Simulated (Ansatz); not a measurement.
Total energies of C$_{4}$H$_{12}$Ge, SMILES `C[C](C)(C)[GeH3]`.

| atom | x (Å) | y (Å) | z (Å) |
| --- | --- | --- | --- |
| C1 | -1.243 | 0.137 | 0.957 |
| C2 | 0.027 | 0.069 | 0.115 |
| C3 | 1.125 | -0.654 | 0.886 |
| C4 | 0.485 | 1.476 | -0.250 |
| Ge5 | -0.358 | -0.933 | -1.548 |
| H6 | -1.600 | -0.859 | 1.235 |
| H7 | -1.051 | 0.689 | 1.885 |
| H8 | -2.053 | 0.650 | 0.431 |
| H9 | 2.051 | -0.720 | 0.308 |
| H10 | 0.828 | -1.669 | 1.163 |
| H11 | 1.354 | -0.113 | 1.812 |
| H12 | -0.281 | 2.023 | -0.806 |
| H13 | 1.396 | 1.463 | -0.856 |
| H14 | 0.704 | 2.049 | 0.659 |
| H15 | -0.824 | -2.364 | -1.213 |
| H16 | -1.468 | -0.227 | -2.352 |
| H17 | 0.908 | -1.019 | -2.424 |

The species carries charge 0 and has multiplicity 1. Correlated methods include outer-core shells of Ge, which these sets cover unevenly. Scalar relativity is left out up to krypton. The structure was optimised at the PBE0-D4/def2-TZVP level. Basis def2-TZVPP, Ansatz.

RPA on PBE orbitals: Hartree–Fock energy of these orbitals -2233.80802 Eh, correlation -1.65739 Eh (frozen core).

| functional | energy without D4 (Eh) | D4 term (kJ/mol) |
| --- | --- | --- |
| LDA (SPW92) | -2232.00243 | – |
| PBE | -2236.14731 | -37.5 |
| revPBE | -2236.48617 | -116.4 |
| BLYP | -2236.64393 | -82.0 |
| r2SCAN | -2236.59228 | -9.6 |
| B97M-V | -2236.32718 | – |
| PBE0 | -2236.24027 | -31.7 |
| B3LYP | -2236.76264 | -59.8 |
| r2SCANh | -2236.58028 | -10.1 |
| r2SCAN0 | -2236.56377 | -11.2 |
| HSE06 (plane-wave form) | -2236.22981 | -29.5 |
| CAM-B3LYP | -2236.72664 | -32.0 |
| ωB97M-V | -2236.47986 | – |
| PBE-QIDH | -2235.89868 | – |

Question: Give the same for BHLYP, LC-ωPBE, ωB97X-V, B2PLYP. (An estimate is asked.)

Answer: Ansatz gave: 
| functional | energy without D4 (Eh) | D4 term (kJ/mol) |
| --- | --- | --- |
| BHLYP | -2236.57636 | -44.1 |
| LC-ωPBE | -2236.34300 | – |
| ωB97X-V | -2236.47481 | – |
| B2PLYP | -2236.17441 | – |

B3LYP takes the VWN-RPA correlation (the form of Gaussian; ORCA's B3LYP/G). HSE06 is the plane-wave form, built on full-range PBE exchange. The double hybrids freeze the cores in their second-order part.

LC-ωPBE has ω = 0.4 bohr⁻¹.
